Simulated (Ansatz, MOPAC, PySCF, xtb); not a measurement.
Potential energy surface of O₂Se, singlet: symmetric bend, bond length relaxed. Scanned: O-Se-O angle. Other coordinates (Se-O bond length) were minimised at B3LYP/def2-TZVP.

- PM3, restricted, heats of formation (MOPAC)
- RKS-M06-2X/6-31G* = restricted M06-2X/6-31G*, spherical d (PySCF)
- GFN1-xTB (xtb)
- CCSD(T)/aug-cc-pVQZ = CCSD(T) on RHF/aug-cc-pVQZ, cores with 3d frozen in Ansatz (an electronic-structure program)

Energies relative to the lowest point of each profile, in mEh; the last columns give the difference from CCSD(T):

```json
[
 {"a / °": "180", "PM3": "108.8", "RKS-M06-2X/6-31G*": "—", "GFN1-xTB": "—", "CCSD(T)/aug-cc-pVQZ": "—", "PM3 − CCSD(T)/aug-cc-pVQZ": "—", "RKS-M06-2X/6-31G* − CCSD(T)/aug-cc-pVQZ": "—", "GFN1-xTB − CCSD(T)/aug-cc-pVQZ": "—"},
 {"a / °": "167", "PM3": "78.2", "RKS-M06-2X/6-31G*": "96.5", "GFN1-xTB": "66.0", "CCSD(T)/aug-cc-pVQZ": "81.2", "PM3 − CCSD(T)/aug-cc-pVQZ": "-3.0", "RKS-M06-2X/6-31G* − CCSD(T)/aug-cc-pVQZ": "15.3", "GFN1-xTB − CCSD(T)/aug-cc-pVQZ": "-15.3"},
 {"a / °": "157", "PM3": "57.6", "RKS-M06-2X/6-31G*": "69.9", "GFN1-xTB": "47.8", "CCSD(T)/aug-cc-pVQZ": "61.2", "PM3 − CCSD(T)/aug-cc-pVQZ": "-3.6", "RKS-M06-2X/6-31G* − CCSD(T)/aug-cc-pVQZ": "8.7", "GFN1-xTB − CCSD(T)/aug-cc-pVQZ": "-13.3"},
 {"a / °": "147", "PM3": "38.6", "RKS-M06-2X/6-31G*": "43.5", "GFN1-xTB": "29.4", "CCSD(T)/aug-cc-pVQZ": "39.3", "PM3 − CCSD(T)/aug-cc-pVQZ": "-0.7", "RKS-M06-2X/6-31G* − CCSD(T)/aug-cc-pVQZ": "4.2", "GFN1-xTB − CCSD(T)/aug-cc-pVQZ": "-9.9"},
 {"a / °": "137", "PM3": "22.9", "RKS-M06-2X/6-31G*": "21.7", "GFN1-xTB": "14.1", "CCSD(T)/aug-cc-pVQZ": "20.3", "PM3 − CCSD(T)/aug-cc-pVQZ": "2.6", "RKS-M06-2X/6-31G* − CCSD(T)/aug-cc-pVQZ": "1.4", "GFN1-xTB − CCSD(T)/aug-cc-pVQZ": "-6.2"},
 {"a / °": "127", "PM3": "10.9", "RKS-M06-2X/6-31G*": "6.6", "GFN1-xTB": "3.8", "CCSD(T)/aug-cc-pVQZ": "6.6", "PM3 − CCSD(T)/aug-cc-pVQZ": "4.3", "RKS-M06-2X/6-31G* − CCSD(T)/aug-cc-pVQZ": "0.0", "GFN1-xTB − CCSD(T)/aug-cc-pVQZ": "-2.8"},
 {"a / °": "117", "PM3": "3.0", "RKS-M06-2X/6-31G*": "0.0", "GFN1-xTB": "0.0", "CCSD(T)/aug-cc-pVQZ": "0.0", "PM3 − CCSD(T)/aug-cc-pVQZ": "3.0", "RKS-M06-2X/6-31G* − CCSD(T)/aug-cc-pVQZ": "0.0", "GFN1-xTB − CCSD(T)/aug-cc-pVQZ": "0.0"},
 {"a / °": "107", "PM3": "0.0", "RKS-M06-2X/6-31G*": "3.1", "GFN1-xTB": "4.5", "CCSD(T)/aug-cc-pVQZ": "2.2", "PM3 − CCSD(T)/aug-cc-pVQZ": "-2.2", "RKS-M06-2X/6-31G* − CCSD(T)/aug-cc-pVQZ": "0.9", "GFN1-xTB − CCSD(T)/aug-cc-pVQZ": "2.3"},
 {"a / °": "97", "PM3": "2.6", "RKS-M06-2X/6-31G*": "17.6", "GFN1-xTB": "19.8", "CCSD(T)/aug-cc-pVQZ": "15.2", "PM3 − CCSD(T)/aug-cc-pVQZ": "-12.6", "RKS-M06-2X/6-31G* − CCSD(T)/aug-cc-pVQZ": "2.4", "GFN1-xTB − CCSD(T)/aug-cc-pVQZ": "4.6"},
 {"a / °": "87", "PM3": "11.3", "RKS-M06-2X/6-31G*": "46.6", "GFN1-xTB": "50.5", "CCSD(T)/aug-cc-pVQZ": "42.1", "PM3 − CCSD(T)/aug-cc-pVQZ": "-30.9", "RKS-M06-2X/6-31G* − CCSD(T)/aug-cc-pVQZ": "4.5", "GFN1-xTB − CCSD(T)/aug-cc-pVQZ": "8.3"},
 {"a / °": "80", "PM3": "21.6", "RKS-M06-2X/6-31G*": "78.5", "GFN1-xTB": "84.8", "CCSD(T)/aug-cc-pVQZ": "71.7", "PM3 − CCSD(T)/aug-cc-pVQZ": "-50.1", "RKS-M06-2X/6-31G* − CCSD(T)/aug-cc-pVQZ": "6.8", "GFN1-xTB − CCSD(T)/aug-cc-pVQZ": "13.1"}
]
```

PM3 is furthest from CCSD(T)/aug-cc-pVQZ at 80 (-50.1 mEh, below); its mean absolute difference over the points is 11.3 mEh.

RKS-M06-2X/6-31G* is furthest from CCSD(T)/aug-cc-pVQZ at 167 (15.3 mEh, above); its mean absolute difference over the points is 4.4 mEh.

GFN1-xTB is furthest from CCSD(T)/aug-cc-pVQZ at 167 (-15.3 mEh, below); its mean absolute difference over the points is 7.6 mEh.

Dashes: no converged value, or the column stops at the first point that the program doubted or that broke a chosen test of continuity, which isn't proof of a fault.
